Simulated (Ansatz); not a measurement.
**Relaxing a trial structure of F3H3OSiTi**

The starting geometry of this gas-phase triplet was optimised with GFN2-xTB.

```yaml
atoms:
  - { symbol: F, position_ang: [1.8493, -0.0384, -0.1540] }
  - { symbol: F, position_ang: [0.4269, -2.0631, 0.6121] }
  - { symbol: F, position_ang: [0.7801, -1.1742, -2.2925] }
  - { symbol: O, position_ang: [-0.6593, 0.5624, -0.3581] }
  - { symbol: Si, position_ang: [-0.8698, 1.4322, 0.9732] }
  - { symbol: Ti, position_ang: [0.3694, -0.8578, -0.6410] }
  - { symbol: H, position_ang: [-1.2580, -1.4180, -0.9654] }
  - { symbol: H, position_ang: [-0.2697, 2.7296, 0.5995] }
  - { symbol: H, position_ang: [-0.3688, 0.8274, 2.2263] }
```

Where would you expect an optimisation with PBE0-D4/def2-SVP to take it?

It falls apart into F3H2OSiTi + H. Distances that change by over a tenth: Si5–Ti6 (3.06 → 3.43 Å). Contacts that open: Ti6–H7 (1.75 → 3.51 Å).

The energy falls by 1.23 eV over 39 steps:

```tsv
step	E − E(last) (eV)
1	1.230
5	0.084
9	0.016
14	0.001
18	0.001
22	0.001
26	0.001
31	0.000
35	0.000
39	0.000
```

Final geometry (Å):

| atom | x (Å) | y (Å) | z (Å) |
| --- | --- | --- | --- |
| F | 2.6854 | -0.3892 | -0.4440 |
| F | 0.7246 | -2.3358 | 0.1891 |
| F | 0.5807 | -0.9117 | -2.2613 |
| O | 0.0330 | 0.4344 | 0.1879 |
| Si | -1.0033 | 1.5899 | 0.8192 |
| Ti | 1.0062 | -0.8064 | -0.5816 |
| H | -2.3646 | -1.7442 | -0.8670 |
| H | -0.3472 | 2.9304 | 0.7197 |
| H | -1.3148 | 1.2327 | 2.2380 |

No frequencies were run, so the end isn't proven a minimum. Open shells are spin-unrestricted. The triplet needn't be the ground state. Run with Ansatz 0.2.0, 6.3 min on 2 threads of Arm Neoverse V1, with other jobs on the host.
